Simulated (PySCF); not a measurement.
Two structures of SnH₅OF, singlet, reached by relaxing down either side of one saddle point (PBE0-D4/def2-TZVP). Energies are electronic, without zero-point energy. Computed with PySCF 2.14 with density fitting (its default auxiliary sets; JK sets also for MP2 and CCSD(T)) (basis: def2-TZVPP and def2-QZVPP); correlated methods freeze the cores. Filled d shells of the heavier atoms are correlated. Core potentials replace the inner electrons of the atoms past krypton. The def2 sets are not built for correlating such inner shells, so the correlated values are less sure here. Extrapolation: Hartree–Fock as exp(−7.88 √X), correlation as X^−2.97. First:

Sn1  (0.335, -1.006, 0.276)
O2  (0.437, 0.796, -0.581)
H3  (-1.149, -1.697, -0.186)
H4  (1.667, -1.875, -0.338)
H5  (0.455, -0.633, 1.923)
H6  (-0.749, 1.696, -0.014)
F7  (-1.506, 2.069, 0.428)
H8  (0.516, 0.781, -1.537)
(Å)

Second:

Sn1  (-0.641, -0.996, 0.540)
O2  (1.155, 1.107, -0.596)
H3  (-2.030, -1.837, 1.068)
H4  (0.142, -1.805, -0.730)
H5  (0.328, -0.463, 1.823)
H6  (0.248, 1.420, -0.714)
F7  (-1.461, 0.591, -0.243)
H8  (1.529, 1.053, -1.478)
(Å)

Question: Which bonds change from the first to the second?

Answer: SnH₄O ([OH][SnH3]) + HF → SnH₃F ([F][SnH3]) + H₂O; bonds formed: Sn1–F7, O2–H6; bonds broken: Sn1–O2, H6–F7.

Question: Give the saddle point's structure and its height above each. (An estimate is asked for; the value comes from the calculation.)

Answer: By the calculation: 46.2 kJ/mol above the first and 66.3 kJ/mol above the second (CCSD(T) at an estimated basis limit (MP2 extrapolated from triple and quadruple zeta, plus CCSD(T) − MP2 in triple zeta)).
| atom | x (Å) | y (Å) | z (Å) |
| --- | --- | --- | --- |
| Sn1 | -0.0669 | -0.7165 | 0.4836 |
| O2 | 0.7642 | 0.8605 | -0.7401 |
| H3 | -1.5377 | -1.3688 | -0.0625 |
| H4 | 1.1971 | -1.7620 | -0.0546 |
| H5 | 0.1643 | -0.3544 | 2.1211 |
| H6 | -0.1755 | 1.3651 | -0.4032 |
| F7 | -1.1572 | 1.2679 | 0.3428 |
| H8 | 0.8119 | 0.7084 | -1.6872 |

T1 diagnostic: at most 0.014.

Steps of this kind, hydrogen fluoride cutting a network bond, underlie vapour etching and the fluorination step of atomic layer etching.

Labels in which every atom is bracketed show which atoms are joined, not bond orders.

For scale, one of the runs: CCSD(T)/def2-TZVPP, 182 basis functions, launched by `OMP_NUM_THREADS=4 python run.py`. Time: 6.9 min of wall clock on 4 CPU threads of an Arm Neoverse V2; the host was shared. Peak host memory: 2.6 GiB.
